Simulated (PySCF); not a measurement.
**Magnesium: a sound run and one with changed settings**

Sound run: Mg²⁺ [Ne], Mg³⁺ [He] 2s2 2p5. Calculation: PySCF 2.14, in aug-cc-pVDZ; no relativity, point nucleus. In the sound run the correlated levels freeze [He] 2s2. The sound run starts from symmetry-adapted Hartree-Fock orbitals and uses a fine grid where one is needed.

Changed run: scalar relativity by spin-free X2C-1e. This setting is unsound on purpose.

```csv
species,method,sound run (hartree),changed run (hartree),converged
Mg²⁺,UHF,-198.82424,-199.10294,yes
Mg²⁺,TPSS,-199.25062,-199.52908,yes
Mg²⁺,M06-L,-199.25345,-199.53216,yes
Mg²⁺,MP2,-198.82609,-199.10477,yes
Mg²⁺,CCSD(T),-198.82607,-199.10474,yes
Mg³⁺,UHF,-195.84641,-196.12091,yes
Mg³⁺,TPSS,-196.22284,-196.49726,yes
Mg³⁺,M06-L,-196.22161,-196.49615,yes
Mg³⁺,MP2,-195.84685,-196.12135,yes
Mg³⁺,CCSD(T),-195.84687,-196.12137,yes
```

Ionisation energy of Mg²⁺:

```json
{"method": "UHF", "sound run (eV)": "81.031", "changed run (eV)": "81.145"}
{"method": "TPSS", "sound run (eV)": "82.390", "changed run (eV)": "82.500"}
{"method": "M06-L", "sound run (eV)": "82.501", "changed run (eV)": "82.614"}
{"method": "MP2", "sound run (eV)": "81.069", "changed run (eV)": "81.183"}
{"method": "SCS-MP2", "sound run (eV)": "81.067", "changed run (eV)": "81.181"}
{"method": "CCSD", "sound run (eV)": "81.067", "changed run (eV)": "81.181"}
{"method": "CCSD(T)", "sound run (eV)": "81.068", "changed run (eV)": "81.182"}
```

Most of the change in total energy is the relativistic energy itself. On top of that the contraction fixes the core shape for the Hamiltonian it was made with, so the changed run is not a good calculation with the other Hamiltonian either.

For comparison, NIST gives 80.144 eV between the lowest levels.
